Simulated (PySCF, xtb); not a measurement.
BrGaH3NO, SMILES [OH][Ga]([NH2])[Br].

GFN2-xTB (xtb) at its own geometry gives an orbital gap of 3.74 eV and a dipole moment of 3.98 D.

Geometry: B3LYP-D3(BJ)/def2-SVP. The structure was generated by enumeration; whether it is a known compound was not checked. One conformer was computed; it need not be the lowest.

**Question.** What does PBE/def2-TZVP (PySCF) give? (The exact figures need the calculation; the answer reports its results.)

**Answer.** gap 4.48 eV (levels -6.31 and -1.83 eV), dipole 1.20 D.
